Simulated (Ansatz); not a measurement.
Ansatz (a first-principles code) job for SnBr4, SMILES [Br][Sn]([Br])([Br])[Br], PBE/def2-SVPD. Geometry: B3LYP-D3(BJ)/def2-SVP. The isomer is the one that the SMILES or the coordinates give; other isomers of the formula were not compared. The def2 effective core potentials stand for the cores of Sn; spin–orbit coupling is left out.

Ansatz 0.2 input:
```yaml
crystal:
  periodic: [false, false, false]
  atoms:
    - {symbol: Br, position_ang: [-1.43671101, -1.43671101, 1.43671101]}
    - {symbol: Sn, position_ang: [0.00000000, 0.00000000, 0.00000000]}
    - {symbol: Br, position_ang: [1.43671101, -1.43671101, -1.43671101]}
    - {symbol: Br, position_ang: [1.43671101, 1.43671101, 1.43671101]}
    - {symbol: Br, position_ang: [-1.43671101, 1.43671101, -1.43671101]}
basis:
  gaussian:
    orbitals: def2-SVPD
hamiltonian:
  xc: {name: PBE}
```

Log of the run:

```
WARN ansatz: RAYON_NUM_THREADS=2 ignored (pool sized by the plan → 2); use --threads N
Functional definition: PBE
integrals: 0.26 GiB planned
2109 factors; their error is unknown
mean field: 1.06 GiB planned
mean field evaluation 1: about -285945.0895 eV, gradient 2.2e1 eV
mean field evaluation 2: about -285943.1620 eV, gradient 3.2e1 eV
mean field evaluation 4: about -285946.2278 eV, gradient 1.4e0 eV
mean field evaluation 8: about -285946.1588 eV, gradient 2.9e-3 eV
mean field -285946.15880497 eV, -10508.3275148150 hartree, gradient 6.7e-5 eV, S^2 0.000000; 0 other end points of the search recorded, 0 dependent functions left out
reference -285946.15886679 eV, -10508.3275170867 hartree; 81, 81 occupied and 115, 115 virtual orbitals, 2109 factors
Total energy: -285946.15886679 eV, -10508.3275170867 hartree
```

The run converged.

Cost: around 8 core-seconds (rough).
